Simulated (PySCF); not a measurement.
## Steps of a relaxation of [Pm(PH3)]3+

[Pm(PH3)]3+ (singlet in the valence; each metal's 4f electrons, 4 of them, lie in its core potential, out of spins and levels). PySCF 2.14.0, RKS PBE0, Pm lcecp-1-SVP with ECP50, P def2-SVP, H def2-SVP; non-relativistic Hamiltonian with scalar-relativistic core potentials where named; density fitting; no spin-orbit coupling. Origin of the start: template. Columns: position (Å) and force (eV/Å). Energies are counted from the last step; some of the 6 steps are shown. Forces carry noise of the integration grid, about 0.01 to 0.03 eV/Å.

Run from Python with OMP_NUM_THREADS=2. Where DIIS fails, smearing, a level shift and second-order steps follow.
It took 6.7 s on 2 threads of Arm Neoverse V2 (shared host), from the converged density of the start.

```xyz
5
step 0  E = 0.265 eV
Pm    0.0000    0.0000   -0.5731     0.00    0.00    0.07
P     0.0000    0.0000    2.3769     0.00    0.00    1.26
H     1.2100    0.0000    3.1201     0.68    0.00   -0.44
H    -0.6050    1.0479    3.1201    -0.34    0.59   -0.44
H    -0.6050   -1.0479    3.1201    -0.34   -0.59   -0.44
```

```xyz
5
step 2  E = 0.007 eV
Pm    0.0000    0.0000   -0.4852     0.00    0.00    0.07
P     0.0000    0.0000    2.4958     0.00    0.00    0.39
H     1.3294    0.0000    3.0511    -0.22    0.00   -0.15
H    -0.6647    1.1513    3.0511     0.11   -0.19   -0.15
H    -0.6647   -1.1513    3.0511     0.11    0.19   -0.15
```

```xyz
5
step 3  E = 0.001 eV
Pm    0.0000    0.0000   -0.4733     0.00    0.00    0.04
P     0.0000    0.0000    2.5076     0.00    0.00    0.10
H     1.3282    0.0000    3.0432    -0.09    0.00   -0.05
H    -0.6641    1.1502    3.0432     0.04   -0.07   -0.05
H    -0.6641   -1.1502    3.0432     0.04    0.07   -0.05
```

Q: Where does the relaxation end?

A: It converges at step 5 in C3v:
```xyz
5
step 5  E = 0
Pm    0.0000    0.0000   -0.4661
P     0.0000    0.0000    2.5110
H     1.3256    0.0000    3.0397
H    -0.6628    1.1480    3.0397
H    -0.6628   -1.1480    3.0397
```

Q: How did the contacts change?

A: 
| contact | start (Å) | end (Å) |
| --- | --- | --- |
| Pm1–P2 (PH3) | 2.950 | 2.977 |


An lcecp potential fixes the number of 4f electrons, so in runs with it no electron can move into or out of that shell.
